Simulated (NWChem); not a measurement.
Everything below was run with NWChem. System: CH$_{4}$N, charge 0, spin multiplicity 2, at a geometry optimised with UPBE/def2-SVP. The structure started from a generated list of species. Its SCF solution wasn't tested for a lower state. Level: ROCCSD(T)/def2-TZVP, 2 core orbitals frozen.

Input file:

```
start mol
memory heap 100 mb stack 700 mb global 1900 mb
geometry units angstroms nocenter noautoz
  C      0.162951     0.715282     0.000000
  N     -0.169100    -0.642130     0.000000
  H     -0.006735     1.259264    -0.942147
  H     -0.006735     1.259264     0.942147
  H      0.109734    -1.157656     0.840184
  H      0.109734    -1.157656    -0.840184
  symmetry group Cs
end
basis spherical
  * library def2-tzvp
end
scf
  rohf
  nopen 1
  maxiter 100
  thresh 1e-7
  semidirect memsize 60000000 filesize 0
  # guess.movecs holds the orbitals of an unrestricted PBE0 run
  vectors input guess.movecs output mol.movecs
end
tce
  freeze core 2
  ccsd(t)
  2eorb
  2emet 13
  thresh 1e-6
  maxiter 100
  tilesize 24
end
task tce energy
```

NWChem printed:

```
             Northwest Computational Chemistry Package (NWChem) 7.3.0
             --------------------------------------------------------

                                NWChem Input Module
                                -------------------

 Scaling coordinates for geometry "geometry" by  1.889725989
 (inverse scale =  0.529177249)

 Turning off AUTOSYM since
 SYMMETRY directive was detected!

                             Geometry "geometry" -> ""
                             -------------------------

 Output coordinates in angstroms (scale by  1.889725989 to convert to a.u.)

  No.       Tag          Charge          X              Y              Z
 ---- ---------------- ---------- -------------- -------------- --------------
    1 C                    6.0000     0.16295100     0.71528200     0.00000000
    2 N                    7.0000    -0.16910000    -0.64213000     0.00000000
    3 H                    1.0000    -0.00673500     1.25926400    -0.94214700
    4 H                    1.0000    -0.00673500     1.25926400     0.94214700
    5 H                    1.0000     0.10973400    -1.15765600     0.84018400
    6 H                    1.0000     0.10973400    -1.15765600    -0.84018400

 Effective nuclear repulsion energy (a.u.)      36.8620342760

            Nuclear Dipole moment (a.u.)
            ----------------------------
        X                 Y               Z
 ---------------- ---------------- ----------------
     0.0000075589    -0.0000037795     0.0000000000

      Symmetry information
      --------------------

 Group name             Cs
 Group number              2
 Group order               2
 No. of unique centers     4

      Symmetry unique atoms

     1    2    3    5


 Summary of "ao basis" -> "" (spherical)
 ------------------------------------------------------------------------------
       Tag                 Description            Shells   Functions and Types
 ---------------- ------------------------------  ------  ---------------------
 *                         def2-tzvp                  on all atoms

 Summary of "ao basis" -> "ao basis" (spherical)
[...]
        L-threshold :  0.10D-05
        EOM-threshold :  0.10D-05
 no EOMCCSD initial starts read in
 TCE RESTART OPTIONS
 SLICE:      F
 D4D5:       F
 quantumc:   F
 qrotation:  F
 pwtce:      F
 qducc:      F
 nacto:                         0
 nrotv:                         0
 nrot:                          0

            Memory Information
            ------------------
          Available GA space size is     249022008 doubles
          Available MA space size is     104853020 doubles

 Maximum block size supplied by input
 Maximum block size        24 doubles

 tile_dim =     24

 -------------------------------------------------
   1    alpha     a'     4 doubles       0       1
   2    alpha     a'     1 doubles       4       2
   3    alpha     a"     2 doubles       5       3
   4    beta      a'     4 doubles       7       4
   5    beta      a"     2 doubles      11       5
   6    alpha     a'    23 doubles      13       6
   7    alpha     a'    24 doubles      36       7
   8    alpha     a"    15 doubles      60       8
   9    alpha     a"    15 doubles      75       9
  10    beta      a'     1 doubles      90      10
  11    beta      a'    23 doubles      91      11
  12    beta      a'    24 doubles     114      12
  13    beta      a"    15 doubles     138      13
  14    beta      a"    15 doubles     153      14

 Global array virtual files algorithm will be used

 Parallel file system coherency ......... OK

 4-electron integrals stored in orbital form

 v2    file size   =          5700229
 4-index algorithm nr.  13 is used
 imaxsize =       30
 imaxsize ichop =        0


CCSD iterations
 ---------------------------------------------------------
 Iter          Residuum       Correlation     Cpu    Wall
 ---------------------------------------------------------
    1   0.1614205514716  -0.3690574269834     0.6     0.6
    2   0.0396702434654  -0.3800425981820     0.6     0.6
    3   0.0148069025479  -0.3865209024760     0.6     0.6
    4   0.0060078235254  -0.3876833737126     0.6     0.6
    5   0.0029633428816  -0.3882502556974     0.6     0.6
    6   0.0014196986779  -0.3885329881122     0.6     0.6
    7   0.0007418887487  -0.3886126990434     0.6     0.6
    8   0.0006652282063  -0.3886088298934     0.6     0.6
    9   0.0005504127175  -0.3886215853575     0.6     0.6
   10   0.0006058014027  -0.3886241981828     0.6     0.6
   11   0.0000397561047  -0.3886312550794     0.6     0.6
   12   0.0000245516847  -0.3886337123700     0.6     0.6
   13   0.0000133273214  -0.3886344940541     0.5     0.5
   14   0.0000113687725  -0.3886344942183     0.6     0.6
   15   0.0000067608867  -0.3886347621558     0.5     0.5
   16   0.0000018351879  -0.3886347722747     0.5     0.5
   17   0.0000015847754  -0.3886348371696     0.6     0.6
   18   0.0000009171319  -0.3886348198731     0.6     0.6
 -----------------------------------------------------------------
 Iterations converged
 CCSD correlation energy / hartree =        -0.388634819873070
 CCSD total energy / hartree       =       -95.014142136157247

 Singles contributions

 Doubles contributions
 CCSD(T)
 Using plain CCSD(T) code
             total no. of tasks          740
 total no. of tasks / no. procs          740
                         wl_min           16           1.6
                         wl_max       884736           9.8
        thresh for no. of tasks          740

 CCSD[T]  correction energy / hartree =        -0.014464208555913
 CCSD[T] correlation energy / hartree =        -0.403099028428983
 CCSD[T] total energy / hartree       =       -95.028606344713154
 CCSD(T)  correction energy / hartree =        -0.013893269671764
 CCSD(T) correlation energy / hartree =        -0.402528089544834
 CCSD(T) total energy / hartree       =       -95.028035405829016

 Task  times  cpu:       27.7s     wall:       27.7s

 Total times  cpu:       27.7s     wall:       27.7s
```
